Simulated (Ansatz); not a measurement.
Reaction (ligand exchange at a B–N bond): `BN(C)[SiH2][SiH3]` + `CC(O)F` → `BOC(C)F` + `CN[SiH2][SiH3]`

Calculated with Ansatz (gas phase, PBE0-D4/def2-TZVP geometries, no zero-point term in ΔE). CCSD(T)/CBS adds triple-zeta CCSD(T) − MP2 to the extrapolated MP2 energy (def2 sets, frozen cores). Functionals use def2-TZVPP. One conformer a species, not always the lowest.

| level | ΔE (kcal/mol) |
| --- | --- |
| ωB97M-V | 3.9 |
| B2PLYP | 2.7 |

**Question.** What does CCSD(T)/CBS give? (Best estimate.)

**Answer.** Computed: +4.2 kcal/mol. The listed levels differ from it by -0.3, -1.5 kcal/mol.

Largest T1 diagnostic among the species: 0.013.

The D4 term adds +1.3 kcal/mol with B3LYP and +0.7 kcal/mol with PBE0; it sums over pairs of atoms, weighted by their polarisabilities, and B3LYP, whose exchange is more repulsive, gets the larger term. In def2-TZVPP, CCSD(T) changes the Hartree–Fock value by +4.7 kcal/mol (the triples alone add +0.7 kcal/mol) and MP2 by +5.2 kcal/mol.

B3LYP here is the variant with VWN-RPA as its local correlation; programs differ in this.
